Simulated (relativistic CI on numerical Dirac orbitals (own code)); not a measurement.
## What each ingredient does to the levels of Ba41+

Base calculation: Dirac-Coulomb-Breit CI, orbitals from a KLI potential per configuration, QED by a radiative potential, unscaled Slater integrals.

CI space (outside the closed core [Ne]): 3s2.3p3, 3s.3p4, 3s2.3p2.3d, 3p5, 3s.3p3.3d, 3p4.3d, 3s.3p2.3d2, 3s2.3p.3d.4p, 3p4.4s, 3s.3p2.3d.4s, 3p4.4p, 3s2.3p2.4s, 3s2.3p.3d2, 3s2.3d3, 3s.3p.3d3, 3s2.3d2.4s, 3p3.3d2, 3p2.3d3, 3p2.3d2.4s, 3s2.3p.3d.4s, 3s.3p.3d2.4s, 3s2.3d.4s2, 3s.3p2.3d.4p, 3s.3p.3d2.4p, 3p2.3d2.4p, 3s.3p.3d.4s.4p. Double excitations out of closed p, d and f shells are left out; levels of such configurations are missing from the list, as are those of other unlisted configurations, and high levels can miss mixing partners.

The lowest level and the first level of each name with at least 55 % of one term (blank where a level has no safe partner in the second run):

```csv
Level,Base (cm⁻¹),Shift (cm⁻¹)
3s2.3p3 2P°_3/2,0,0
3s2.3p3 2D°_5/2,759090,+3147
3s2.3p3 2P°_1/2,845020,+11566
3s2.3p2.3d 4D_1/2,1984577,
3s2.3p2.3d 2G_9/2,2222969,
```

At this charge energies of transitions that change n are usually good to better than 1 %, and those within a shell (Δn = 0) to a few per cent.

Task: One thing was changed in a second run, which moved the levels as shown. Which?
A. only the first configuration
B. QED terms removed
C. valence Slater integrals scaled by 0.9
D. Breit term removed

Result: A. Only the first configuration. With fewer configurations the levels that remain lose their mixing partners.

LS names give the leading component of a level, which can be under half, so a name can repeat, a term be missing and a line seem to break the LS rules.
